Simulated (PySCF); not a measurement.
## Excitation energy of Cu+ by level of theory

Cu+ [Ar] 3d10 (1S) → Cu+ [Ar] 3d9 4s1, s spin flipped, as a difference of total energies. All numbers are calculated (PySCF 2.14, scalar relativity through the core potential, in aug-cc-pwCVDZ-PP with ECP10MDF). Correlated levels: valence: 3s2 3p6 frozen. The calculations carry no spin-orbit coupling.

```csv
method,excitation energy (eV)
UHF,0.850
MP2 (valence),3.621
SCS-MP2 (valence),3.289
```

How much does correlation contribute at MP2 (valence)?

3.621 − (0.850) = 2.771 eV, measured against UHF.

The upper determinant mixes two multiplicities, so it lies between the two terms.
